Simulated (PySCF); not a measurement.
Structure with atom numbers: `[N:1]#[C:2][SiH:3]([NH2:4])[C:5]#[N:6]`; H(Xn) means a hydrogen on atom n.

Rapidly exchanging positions averaged, isolated molecule, a single conformation, relativity neglected. NMR shieldings at PBE0/pcSseg-1/GIAO; coordinates at the GFN2-xTB level; PySCF 2.14.

δ = σ(ref) − σ, references computed at the same level: 13C, 1H, 29Si vs TMS; NH3 for 15N.

```tsv
atoms	nucleus	count	Hirshfeld charge	δ (ppm)
C2/C5	13C	2	-0.03	121.7
H(Si3)	1H	1	-0.06	?
H(N4)	1H	2	0.14	0.87
N1/N6	15N	2	-0.18	363.6
N4	15N	1	-0.30	?
Si3	29Si	1	0.49	-76.1
```

Question: Fill in the missing shifts.

Answer: 
- H(Si3): 5.19 ppm, hydrogen on a silicon bonded to 2 C, N
- N4: 12.4 ppm, nitrogen bonded to Si, 2 H

Exchangeable OH/NH protons stand at their gas-phase positions; hydrogen bonding in a real sample shifts them, mostly to higher δ. Shifts are as computed. Against solution values, carbons near 30 ppm lie about +3 ppm off and those near 130 ppm about +5 ppm. Of 1211 compounds with measured shifts, 218 miss one by over three times the rms of a fit or turn the order of signals round; such compounds aren't used in these exercises. Experimental scales use liquid or dissolved standards, which lie at an offset from isolated NH3 (liquid NH3: subtract about 20 ppm). Unscaled 15N shifts of sp2 nitrogen come out 20 to 40 ppm too high even then.
